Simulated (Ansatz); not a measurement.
**Energy profile**

The step: SiHF₃ ([F][SiH]([F])[F]) + HCl → SiHClF₂ ([F][SiH]([F])[Cl]) + HF; bonds formed: Si1–Cl7, F2–H6; bonds broken: Si1–F2, H6–Cl7 (atoms numbered as in the saddle structure below).

```csv
atom,x (Å),y (Å),z (Å)
Si1,-0.4768,-0.2413,-0.1199
F2,1.0273,-0.6837,0.7597
F3,-0.0902,-1.1589,-1.3448
F4,-1.5637,0.7237,-0.7837
H5,-1.2714,-0.7967,0.9770
H6,1.4508,0.4737,0.5618
Cl7,0.9239,1.6832,-0.0502
```

Electronic energies by CCSD(T) at an estimated basis limit (MP2 extrapolated from triple and quadruple zeta, plus CCSD(T) − MP2 in triple zeta), on PBE0-D4/def2-TZVP structures; SiH2ClF3, closed shell; no counterpoise correction. Program: Ansatz 0.2.0. Basis: def2-TZVPP and def2-QZVPP. Cores are frozen in the correlated methods. Extrapolation: Hartree–Fock as exp(−7.88 √X), correlation as X^−2.97.

Give the profile in eV, counted from the separated reactants. (Judge from chemistry; the value comes from the calculation.)

Computed:
| point | eV |
| --- | --- |
| separated: SiHF3 (linked as [F][SiH]([F])[F]; Si1, F2, F3, F4, H5; singlet) + HCl (H6, Cl7; singlet) | 0.000 |
| start structure | -0.072 |
| saddle | 1.763 |
| end structure | 0.463 |
| separated: SiHClF2 (linked as [F][SiH]([F])[Cl]; Si1, F3, F4, H5, Cl7; singlet) + HF (F2, H6; singlet) | 0.554 |

T1 diagnostic: at most 0.012.

For scale, one of the runs: CCSD(T)/def2-TZVPP, 205 basis functions, launched by `ansatz run in.yaml --threads 4 --pin off --events-out ev --progress --plain --max-ram 9574MiB`. Time: 74 s of wall clock on 4 CPU threads of an Arm Neoverse V1; the host was shared. Peak host memory: 2.8 GiB.
